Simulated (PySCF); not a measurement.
# Ag³⁺ (silver, charge +3): UHF calculation

Configuration: [Kr] 4d8, high-spin 3F determinant. Calculation: PySCF 2.14, in aug-cc-pwCVDZ-PP with ECP28MDF; a scalar-relativistic core potential.

* Total energy: -143.888511 hartree
* One-electron energy: -235.7059 hartree
* Hartree (Coulomb) energy: 104.1696 hartree
* Exchange energy: -12.3522 hartree
* ⟨S²⟩: 2.0035
* ⟨L²⟩: 12.046
* Sum of ⟨r⟩: 17.95 bohr
* Sum of ⟨r²⟩: 23.21 bohr²

```csv
shell,electrons,mean orbital energy (hartree),spread (hartree),"rms radius, mean of both spins (bohr)"
4s α,1,-5.86809,0,0.975
4s β,1,-5.69963,0,0.975
4p α,3,-4.30978,0,1.06
4p β,3,-4.10502,0,1.06
4d α,5,-1.93533,0.04968,1.35
4d β,3,-1.86079,0,1.35
```

Energies and moments cover only the electrons outside the core potential.
